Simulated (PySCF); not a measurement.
C2H8N, charge +1, singlet, at a GFN2-xTB geometry; PySCF with HF/6-31G**.

PySCF was given this input:
```python
from pyscf import gto, scf

mol = gto.M(
    atom='''
C     1.24236279   -0.39750113   -0.00322907
C     0.10487807    0.60216964    0.01031472
N    -1.20786753   -0.12281767   -0.00534211
H     2.18965049    0.13332978    0.00819683
H     1.21540996   -1.04156893    0.87213189
H     1.22024591   -1.01206128   -0.89968502
H     0.14835877    1.25030737   -0.86574484
H     0.14351839    1.22077270    0.90769459
H    -1.27417674   -0.73835213    0.81691315
H    -1.26963260   -0.71062506   -0.84798726
H    -2.00174661    0.52991014    0.00336156
''',
    basis='6-31g**',
    charge=1,
    verbose=4,
    symmetry=True,
)

mf = scf.RHF(mol)
mf.irrep_nelec = {"A'": 22, 'A"': 4}
mf.kernel()
mf.analyze()
```

Question: What does PySCF print? Leave out banner, timings and long lists.

Answer: 
```
PySCF version 2.14.0

[INPUT] verbose = 4
[INPUT] num. atoms = 11
[INPUT] num. electrons = 26
[INPUT] charge = 1
[INPUT] spin (= nelec alpha-beta = 2S) = 0
[INPUT] symmetry True subgroup None
[INPUT] Mole.unit = angstrom
[INPUT] Symbol           X                Y                Z      unit          X                Y                Z       unit  Magmom
[INPUT]  1 C      1.242362790000  -0.397501130000  -0.003229070000 AA    2.347725420451  -0.751168269905  -0.006102057937 Bohr   0.0
[INPUT]  2 C      0.104878070000   0.602169640000   0.010314720000 AA    0.198190828773   1.137935700128   0.019491995852 Bohr   0.0
[INPUT]  3 N     -1.207867530000  -0.122817670000  -0.005342110000 AA   -2.282538826455  -0.232091759557  -0.010095124827 Bohr   0.0
[INPUT]  4 H      2.189650490000   0.133329780000   0.008196830000 AA    4.137839734620   0.251956768449   0.015489763790 Bohr   0.0
[INPUT]  5 H      1.215409960000  -1.041568930000   0.872131890000 AA    2.296791953469  -1.968280017556   1.648090416599 Bohr   0.0
[INPUT]  6 H      1.220245910000  -1.012061280000  -0.899685020000 AA    2.305930574521  -1.912518640477  -1.700158286174 Bohr   0.0
[INPUT]  7 H      0.148358770000   1.250307370000  -0.865744840000 AA    0.280357443477   2.362738500825  -1.636020641355 Bohr   0.0
[INPUT]  8 H      0.143518390000   1.220772700000   0.907694590000 AA    0.271210450939   2.306926063346   1.715294179849 Bohr   0.0
[INPUT]  9 H     -1.274176740000  -0.738352130000   0.816913150000 AA   -2.407845072891  -1.395283309189   1.543742121056 Bohr   0.0
[INPUT] 10 H     -1.269632600000  -0.710625060000  -0.847987260000 AA   -2.399257892819  -1.342886740653  -1.602463678520 Bohr   0.0
[INPUT] 11 H     -2.001746610000   0.529910140000   0.003361560000 AA   -3.782752863677   1.001385035230   0.006352427751 Bohr   0.0

nuclear repulsion = 90.386234861459
point group symmetry = Cs
symmetry origin: [ 1.39979717e-09 -2.79959428e-09  2.09969570e-09]
symmetry axis x: [-0.10339118 -0.99449813 -0.01684446]
symmetry axis y: [ 9.94637028e-01 -1.03422426e-01  9.92347116e-04]
symmetry axis z: [-0.00272898 -0.01665152  0.99985763]
num. orbitals of irrep A' = 53
num. orbitals of irrep A" = 29
number of shells = 42
number of NR pGTOs = 137
number of NR cGTOs = 82
basis = 6-31g**
ecp = {}

******** <class 'pyscf.scf.hf_symm.SymAdaptedRHF'> ********
method = SymAdaptedRHF
initial guess = minao
damping factor = 0
level_shift factor = 0
DIIS = <class 'pyscf.scf.diis.CDIIS'>
diis_start_cycle = 1
diis_space = 8
diis_damp = 0
SCF conv_tol = 1e-09
SCF conv_tol_grad = None
SCF max_cycles = 50
direct_scf = True
direct_scf_tol = 1e-13
Freeze 26 electrons in irreps ["A'", 'A"']
    0 free electrons in irreps
Set gradient conv threshold to 3.16228e-05
Initial guess from minao.
init E= -135.229902676918
HOMO (A') = 0.120786241281858  LUMO (A") = -0.373943958026488  gap/eV = -13.46229

WARN: A' HOMO 0.120786241281858 > system LUMO -0.373943958026488

WARN: A" LUMO -0.373943958026488 < system HOMO 0.120786241281858

cycle= 1 E= -133.501515854846  delta_E= 1.73  |g|= 0.647  |ddm|= 10.7
HOMO (A') = -0.280361511933407  LUMO (A") = -0.653097623664821  gap/eV = -10.14267

WARN: A' HOMO -0.280361511933407 > system LUMO -0.653097623664821

WARN: A" LUMO -0.653097623664821 < system HOMO -0.280361511933407

cycle= 2 E= -133.591352885227  delta_E= -0.0898  |g|= 0.504  |ddm|= 4.91
HOMO (A') = -0.254153332746109  LUMO (A") = -0.544974769677863  gap/eV = -7.91365

WARN: A' HOMO -0.254153332746109 > system LUMO -0.544974769677863

WARN: A" LUMO -0.544974769677863 < system HOMO -0.254153332746109

cycle= 3 E= -133.655355029094  delta_E= -0.064  |g|= 0.108  |ddm|= 1.32
HOMO (A') = -0.250913614337373  LUMO (A") = -0.525963128673965  gap/eV = -7.48448

WARN: A' HOMO -0.250913614337373 > system LUMO -0.525963128673965

WARN: A" LUMO -0.525963128673965 < system HOMO -0.250913614337373

cycle= 4 E= -133.659757957525  delta_E= -0.0044  |g|= 0.0497  |ddm|= 0.908
HOMO (A') = -0.251523446865598  LUMO (A") = -0.522617264319614  gap/eV = -7.37684

WARN: A' HOMO -0.251523446865598 > system LUMO -0.522617264319614

WARN: A" LUMO -0.522617264319614 < system HOMO -0.251523446865598

cycle= 5 E= -133.66148543187  delta_E= -0.00173  |g|= 0.0207  |ddm|= 0.461
HOMO (A') = -0.252289589894057  LUMO (A") = -0.520149053695935  gap/eV = -7.28883

WARN: A' HOMO -0.252289589894057 > system LUMO -0.520149053695935

WARN: A" LUMO -0.520149053695935 < system HOMO -0.252289589894057

cycle= 6 E= -133.662141755566  delta_E= -0.000656  |g|= 0.0144  |ddm|= 0.331
HOMO (A') = -0.251929809462383  LUMO (A") = -0.517168181241867  gap/eV = -7.21750

WARN: A' HOMO -0.251929809462383 > system LUMO -0.517168181241867

WARN: A" LUMO -0.517168181241867 < system HOMO -0.251929809462383

cycle= 7 E= -133.662669507559  delta_E= -0.000528  |g|= 0.00667  |ddm|= 0.463
HOMO (A') = -0.25235268676254  LUMO (A") = -0.514768389732779  gap/eV = -7.14069

WARN: A' HOMO -0.25235268676254 > system LUMO -0.514768389732779

WARN: A" LUMO -0.514768389732779 < system HOMO -0.25235268676254

cycle= 8 E= -133.662802717718  delta_E= -0.000133  |g|= 0.00249  |ddm|= 0.275
HOMO (A') = -0.252394432584627  LUMO (A") = -0.514747494323948  gap/eV = -7.13899

WARN: A' HOMO -0.252394432584627 > system LUMO -0.514747494323948

WARN: A" LUMO -0.514747494323948 < system HOMO -0.252394432584627

cycle= 9 E= -133.662820421162  delta_E= -1.77e-05  |g|= 0.00133  |ddm|= 0.0859
HOMO (A') = -0.252620807223679  LUMO (A") = -0.514646922286235  gap/eV = -7.13009

WARN: A' HOMO -0.252620807223679 > system LUMO -0.514646922286235

WARN: A" LUMO -0.514646922286235 < system HOMO -0.252620807223679

cycle= 10 E= -133.662826646554  delta_E= -6.23e-06  |g|= 0.000562  |ddm|= 0.0665
HOMO (A') = -0.252684409348322  LUMO (A") = -0.514640875738561  gap/eV = -7.12820

WARN: A' HOMO -0.252684409348322 > system LUMO -0.514640875738561

WARN: A" LUMO -0.514640875738561 < system HOMO -0.252684409348322

cycle= 11 E= -133.662827517769  delta_E= -8.71e-07  |g|= 0.000301  |ddm|= 0.0221
HOMO (A') = -0.25272150584043  LUMO (A") = -0.514664727269215  gap/eV = -7.12784

WARN: A' HOMO -0.25272150584043 > system LUMO -0.514664727269215

WARN: A" LUMO -0.514664727269215 < system HOMO -0.25272150584043

cycle= 12 E= -133.662827740876  delta_E= -2.23e-07  |g|= 0.000137  |ddm|= 0.0114
HOMO (A') = -0.252735180242127  LUMO (A") = -0.514646298676668  gap/eV = -7.12696

WARN: A' HOMO -0.252735180242127 > system LUMO -0.514646298676668

WARN: A" LUMO -0.514646298676668 < system HOMO -0.252735180242127

cycle= 13 E= -133.662827791085  delta_E= -5.02e-08  |g|= 6.22e-05  |ddm|= 0.00558
HOMO (A') = -0.252740796780841  LUMO (A") = -0.514653434776437  gap/eV = -7.12701

WARN: A' HOMO -0.252740796780841 > system LUMO -0.514653434776437

WARN: A" LUMO -0.514653434776437 < system HOMO -0.252740796780841

cycle= 14 E= -133.662827804277  delta_E= -1.32e-08  |g|= 4.26e-05  |ddm|= 0.0026
HOMO (A') = -0.252744867865678  LUMO (A") = -0.514648859553707  gap/eV = -7.12677

WARN: A' HOMO -0.252744867865678 > system LUMO -0.514648859553707

WARN: A" LUMO -0.514648859553707 < system HOMO -0.252744867865678

cycle= 15 E= -133.662827812499  delta_E= -8.22e-09  |g|= 3.06e-05  |ddm|= 0.00232
HOMO (A') = -0.252745288034523  LUMO (A") = -0.514648043592595  gap/eV = -7.12674

WARN: A' HOMO -0.252745288034523 > system LUMO -0.514648043592595

WARN: A" LUMO -0.514648043592595 < system HOMO -0.252745288034523

cycle= 16 E= -133.66282781702  delta_E= -4.52e-09  |g|= 2.35e-05  |ddm|= 0.00192
HOMO (A') = -0.25275134965282  LUMO (A") = -0.514646056454365  gap/eV = -7.12652

WARN: A' HOMO -0.25275134965282 > system LUMO -0.514646056454365

WARN: A" LUMO -0.514646056454365 < system HOMO -0.25275134965282

cycle= 17 E= -133.662827821343  delta_E= -4.32e-09  |g|= 9.83e-06  |ddm|= 0.00324
HOMO (A') = -0.252751510023591  LUMO (A") = -0.51464413389678  gap/eV = -7.12646

WARN: A' HOMO -0.252751510023591 > system LUMO -0.51464413389678

WARN: A" LUMO -0.51464413389678 < system HOMO -0.252751510023591

cycle= 18 E= -133.662827821633  delta_E= -2.91e-10  |g|= 3.62e-06  |ddm|= 0.000776
HOMO (A') = -0.252751655783589  LUMO (A") = -0.514644378791677  gap/eV = -7.12646

WARN: A' HOMO -0.252751655783589 > system LUMO -0.514644378791677

WARN: A" LUMO -0.514644378791677 < system HOMO -0.252751655783589

Extra cycle  E= -133.662827821656  delta_E= -2.29e-11  |g|= 2.79e-06  |ddm|= 6.44e-05
converged SCF energy = -133.662827821656
**** SCF Summaries ****
Total Energy =                        -133.662827821656208
Nuclear Repulsion Energy =              90.386234861459045
One-electron Energy =                 -350.699723697884906
Two-electron Energy =                  126.650661014769639
Two-electron Coulomb Energy =          145.765342928630275
DFT Exchange-Correlation Energy =      -19.114681913860636
HOMO-LUMO gap [eV] =                    -7.126463981602020
Wave-function symmetry = A'
occupancy for each irrep:     A'   A"
                              11    2
**** MO energy ****
MO #1 (A' #1), energy= -15.879655143217 occ= 2
MO #2 (A' #2), energy= -11.622920319466 occ= 2
MO #3 (A' #3), energy= -11.5539657660575 occ= 2
MO #4 (A' #4), energy= -1.53452209256355 occ= 2
MO #5 (A' #5), energy= -1.33130979138701 occ= 2
MO #6 (A' #6), energy= -1.15775580777474 occ= 2
MO #7 (A' #7), energy= -0.97319049640421 occ= 2
MO #8 (A" #1), energy= -0.963926349773037 occ= 2
MO #9 (A' #8), energy= -0.92353376592809 occ= 2
MO #10 (A" #2), energy= -0.84158482544102 occ= 2
MO #11 (A' #9), energy= -0.838507334073489 occ= 2
MO #12 (A' #10), energy= -0.825578481147062 occ= 2
MO #13 (A' #11), energy= -0.252751655783589 occ= 2
MO #14 (A" #3), energy= -0.514644378791677 occ= 0
MO #15 (A' #12), energy= -0.00272508405617611 occ= 0
MO #16 (A' #13), energy= 0.0132324052505561 occ= 0
MO #17 (A" #4), energy= 0.0158387619537987 occ= 0
MO #18 (A' #14), energy= 0.0604287165992661 occ= 0
MO #19 (A" #5), energy= 0.0763278718532416 occ= 0
MO #20 (A' #15), energy= 0.0865159151827655 occ= 0
MO #21 (A' #16), energy= 0.0901213776141079 occ= 0
 ** Mulliken pop on meta-lowdin orthogonal AOs  **
 ** Mulliken pop  **
 ** Mulliken atomic charges  **
charge of    0C =     -0.23262
charge of    1C =     -0.04475
charge of    2N =     -0.33177
charge of    3H =      0.14298
charge of    4H =      0.30133
charge of    5H =      0.30133
charge of    6H =      0.22882
charge of    7H =      0.22882
charge of    8H =      0.12374
charge of    9H =      0.12374
charge of   10H =      0.15839

WARN: System has nonzero charge 1; the dipole moment is origin-dependent.
Location of origin: [0. 0. 0.]

Dipole moment(X, Y, Z, Debye):  2.85695, -0.33700,  0.00219
```
